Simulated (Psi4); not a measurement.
ClSn (SMILES [Cl][Sn+]), charge +1, singlet, at a GFN2-xTB geometry (such geometries of metal compounds can be far from the true shape) (core potentials on Sn).

Psi4 was given this input:
```
memory 2 GB

molecule mol {
1 1
Sn   -0.000000   -0.000000   -0.582865
Cl    0.000000    0.000000    1.714309
}

set {
  basis def2-svp
  reference rks
}

energy('b3lyp')
print_variables()
```

Task: What is the computed number of basis functions (B3LYP/def2-SVP (Psi4))?

Result: 44

Task: Give the nuclear repulsion energy at the level B3LYP/def2-SVP.

Result: 86.1547 Eh

Task: What total energy does B3LYP/def2-SVP give?

Result: -674.2113 Eh
